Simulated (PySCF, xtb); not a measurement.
Al(All)(H)(Me) (C4H9Al), SMILES C=C[CH2][AlH][CH3]. Other conformers were not sampled.

Harmonic wavenumbers (cm⁻¹) from GFN2-xTB (xtb) at its own minimum, in rising order: 9, 36, 63, 68, 163, 358, 378, 428, 510, 553, 601, 623, 653, 720, 861, 940, 1006, 1017, 1095, 1165, 1292, 1299, 1401, 1428, 1442, 1449, 1693, 1753, 2855, 2867, 2910, 2915, 2926, 3020, 3092, 3117.

Q: What does PBE-D3(BJ)/def2-SVP (PySCF) give at its own minimum? (Estimate from the structure and the level; the computed values follow.)

A: 51, 91, 138, 165, 349, 431, 435, 470, 559, 630, 631, 678, 719, 762, 772, 825, 894, 996, 1012, 1169, 1201, 1232, 1354, 1378, 1383, 1427, 1524, 1878, 2965, 3056, 3058, 3064, 3068, 3072, 3178, 3179. Paired by order, the mean absolute difference is 82 cm⁻¹ and the zero-point energies are 66.8 and 68.3 kcal/mol.
